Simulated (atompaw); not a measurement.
## Al (Z = 13): PAW (atompaw) pseudisation with PBE, scalar-relativistic reference atom.

Al, PAW, made with atompaw 4.2.0.5 (PBE, scalar-relativistic). Core [Ne], reference 3s2 3p1. Waves: 3s (bound): rc 3.00 bohr; 3s channel at -0.2 Ry: rc 1.70 bohr; 3p (bound): rc 3.00 bohr; 3p channel at 1.1 Ry: rc 3.00 bohr; 3d channel at 0.05 Ry: rc 3.00 bohr. Local part: ultrasoft scheme with l = 3 at 0 Ry, radius 2.75 bohr. Core correction: smooth core density matched at 1.65 bohr. Augmentation charge: sinc compensation charge, radius 2.55 bohr; PAW radius 3.00 bohr; waves and projectors: custom polynom vanderbiltortho.

All-electron outer shells of the reference configuration (PBE, scalar-relativistic, ld1.x):

```json
{"shell": "2s", "level (eV)": "-108.17", "outermost node (bohr)": "0.16", "outermost maximum (bohr)": "0.50"}
{"shell": "2p", "level (eV)": "-69.64", "outermost node (bohr)": "–", "outermost maximum (bohr)": "0.43"}
{"shell": "3s", "level (eV)": "-7.75", "outermost node (bohr)": "0.80", "outermost maximum (bohr)": "2.09"}
{"shell": "3p", "level (eV)": "-2.71", "outermost node (bohr)": "0.82", "outermost maximum (bohr)": "2.64"}
```

What the tests gave:

```
Cutoffs needed                                           : 6 Ry and 6 Ry (the cutoffs (Ry, on a coarse ladder) from which the occupation-weighted sum of valence levels, in a spherical-Bessel basis at the reference potential, stays within 10 and 1 mRy of its value at 400 Ry)
Ghost test                                               : no extra level below or beside the all-electron valence levels (s, p, d, f tested) (spherical-Bessel basis up to 400 Ry, 20 bohr box)
Lowest eigenvalue of the overlap operator                : 0.04 (s channel)
Overlap eigenvalues printed by atompaw (projector basis) : 0.0194, 0.0691, 2.8, 12.3, 41.8
Share of each valence orbital outside the PAW sphere     : 3s 28 %, 3p 55 %
```

Generation and tests took about 2.1 s on one core of a shared server CPU.
